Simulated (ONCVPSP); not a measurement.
# cadmium (Cd): ONCV pseudisation with PBE, fully relativistic reference atom.

cadmium (Cd), optimised norm-conserving Vanderbilt (ONCV), made with ONCVPSP 4.0.1 (PBE, fully relativistic). Core [Ar] 3d10, reference 4s2 4p6 4d10 5s1 (charge +1). Waves: 4s+5s: rc 1.60 bohr, ncon 4, nbas 8, qcut 6.4 1/bohr, 2 projectors; 4p: rc 1.50 bohr, ncon 5, nbas 10, qcut 7.4 1/bohr, 3 projectors, debl 1.6 Ha; 4d: rc 1.25 bohr, ncon 3, nbas 5, qcut 8.2 1/bohr, 3 projectors, debl 1.3 Ha. Local part: polynomial inside 1.00 bohr (lpopt 5, dvloc0 1 Ha). Core correction: Teter function, fcfact 3.5, rcfact 1.75.

Open shells are filled in proportion to 2j + 1.

In the p channel the program set the typed energies aside and used -2.719, 0.250, 1.850 Ha (j = l + 1/2; the other j can differ).

(1) Estimate the cutoffs (Ha) at which the residual kinetic energy of the hardest occupied pseudo-wave falls to 1 and 0.1 mHa per electron.

(2) Does the potential have ghost states?

(3) Which valence shell sets the plane-wave cutoff?

(4) Tests: 4s2 4p6 4d10 5s2; 4s2 4p6 4d10 5s0; 4s2 4p6 4d9 5s0; 4s2 4p6 4d10 5s1.5. Which has the largest error in its energy relative to the reference configuration, and how large is it?

## Answers

(1) 33 Ha and 56 Ha.

(2) No bound ghost flagged; GHOST(+) flagged for s at 143.3 eV.

(3) 4d: 33 Ha for 1 mHa per electron, against 21 Ha for 4p.

(4) 4s2 4p6 4d10 5s0, with -2.9 meV (all-electron minus pseudo) on +17.13 eV.
